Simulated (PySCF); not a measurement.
## Ions at one geometry of [HfCl3(H2O)]+

PySCF 2.14.0, RKS PBE0, Hf def2-SVP with ECP60, Cl def2-SVP, O def2-SVP, H def2-SVP; non-relativistic Hamiltonian with scalar-relativistic core potentials where named; density fitting; no spin-orbit coupling; singlets restricted, open shells unrestricted. The geometry is relaxed for charge +1, singlet, vacuum:

```xyz
7

Hf   -0.0545    0.0440   -0.0440
Cl    1.1967    1.4768    1.2322
Cl   -1.4330   -1.2488    1.2488
Cl    1.1967   -1.2322   -1.4768
O    -1.2988    1.3154   -1.3154
H    -1.6315    2.2047   -1.0958
H    -1.6315    1.0958   -2.2047
```

Energies count from the relaxed state; an electron taken off or put on is at rest in vacuum. Charges and spins are Mulliken's.

```json
{"state": "charge +1, singlet, vacuum", "energy (eV)": "0.00", "spin squared": "0.00", "charge on Hf1 (e)": "1.03", "spin on Hf1 (e)": "0.00", "dipole about the centre of mass (D)": "7.77"}
{"state": "charge +2, doublet, vacuum", "energy (eV)": "16.00", "spin squared": "0.76", "charge on Hf1 (e)": "1.17", "spin on Hf1 (e)": "-0.15", "dipole about the centre of mass (D)": "6.11"}
```

Q: What does the state charge 0, doublet, vacuum give?

A: energy (eV) -5.24, spin squared 0.75, charge on Hf1 (e) 0.62, spin on Hf1 (e) 0.94, dipole about the centre of mass (D) 7.48.

With an electron taken off (doublet) the charges change, summed by element, by Hf +0.14 e, Cl +0.81 e, O +0.00 e, H +0.04 e. The vertical ionisation energy is 16.00 eV, against −ε(HOMO) = 13.97 eV of the relaxed state. The level lies 2.0 eV too high, as is usual for semilocal functionals and global hybrids, which keep a self-interaction error.

With an electron put on (doublet) the charges change, summed by element, by Hf -0.41 e, Cl -0.53 e, O +0.02 e, H -0.08 e. The vertical electron affinity is 5.24 eV, against −ε(LUMO) = 7.15 eV of the relaxed state.

Open shells may have lower solutions than those found.
